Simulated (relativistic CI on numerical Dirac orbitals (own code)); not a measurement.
**Slater and spin-orbit integrals, Rb7+**

Computed by Dirac-Coulomb-Breit CI, KLI orbitals optimised for each configuration, QED by a radiative potential, unscaled Slater integrals (own radial code, finite nucleus).

Slater integrals F^k, G^k are unscaled and averaged over j, outside the closed core [Ar] 3d10; ζ comes from projecting the Hamiltonian with its Breit term on Σ l·s of the shell.

- 4s 4p: G^1(4s,4p) = 100760, ζ(4p) = 7485.1 cm⁻¹; <r>(4s) = 1.28, <r^2>(4s) = 1.841, <r>(4p) = 1.39, <r^2>(4p) = 2.179 (bohr units).
- 4p2: F^2(4p,4p) = 75662, ζ(4p) = 7454 cm⁻¹; <r>(4p) = 1.391, <r^2>(4p) = 2.183 (bohr units).
- 4s 4d: G^2(4s,4d) = 60761, ζ(4d) = 595.4 cm⁻¹; <r>(4s) = 1.277, <r^2>(4s) = 1.834, <r>(4d) = 1.652, <r^2>(4d) = 3.102 (bohr units).

In this model ζ of a weakly bound d, f or g electron outside closed shells comes out too small, for d by up to a factor of two or three and at times with the wrong sign; that of an outer p electron is too small as well.

Averages of the first 10 configurations, taken without configuration mixing, which lowers the lowest level and can move excited configurations by several eV; other configurations of the list can lie among them:

```tsv
Configuration	Parity	States	Average energy above the lowest level (eV)
4s2	even	1	1.2
4s 4p	odd	12	19.0
4p2	even	15	40.3
4s 4d	even	20	49.8
4d2	even	45	100.3
4s 4f	odd	28	75.2
4p 4d	odd	60	69.7
4p 5s	odd	12	85.4
4s 5s	even	4	64.8
4f2	even	91	152.1
```
